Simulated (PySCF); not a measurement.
## A computed series M(OH)3

Computed with PySCF 2.14.0, r2SCAN, def2-SVP on the ligands, density fitting, scalar-relativistic core potentials, no spin-orbit coupling, vacuum. Each member is relaxed from one template within its symmetry. Distances are means of the shortest metal–ligand contacts, charges and spins Mulliken's; removal energies are rigid, with the ligand's formal charge and no counterpoise, so too large; for an anion taken off a cation in vacuum most of it is the attraction of opposite charges, and multiply charged cations can part far more cheaply with an electron moved from ligand to metal. lcecp potentials hold a fixed number of 4f electrons in the core, out of states, spins and gaps.

```tsv
metal	basis on the metal	point group	M–OH (Å)	charge on M (e)	dipole (D)	removal of one OH (eV)	unstable modes (below −25 cm⁻¹)
Ce	lcecp-1-SVP with ECP47	C3v	2.156	1.13	1.81	10.65	not given
Lu	lcecp-1-SVP with ECP60	D3h	2.003	0.99	0.02	11.63	not given
```

Task: What does the calculation give for Yb, lcecp-1-SVP with ECP59?

Result: point group: nearly D3h, M–OH (Å): 2.008, charge on M (e): 1.03, dipole (D): 0.07, removal of one OH (eV): 11.57, unstable modes (below −25 cm⁻¹): not given.
```xyz
7

Yb    0.0000    0.0000    0.1272
O     2.0084    0.0000    0.1428
H     2.9657    0.0000    0.1538
O    -1.0042    1.7393    0.1428
H    -1.4829    2.5684    0.1538
O    -1.0042   -1.7393    0.1428
H    -1.4828   -2.5684    0.1538
```

From Ce to Lu the M–OH distance shrinks by 0.15 Å, the lanthanide contraction, and the energy to remove one OH rises by 0.98 eV.

One start shape was tried for each, so a minimum needn't be the lowest isomer.
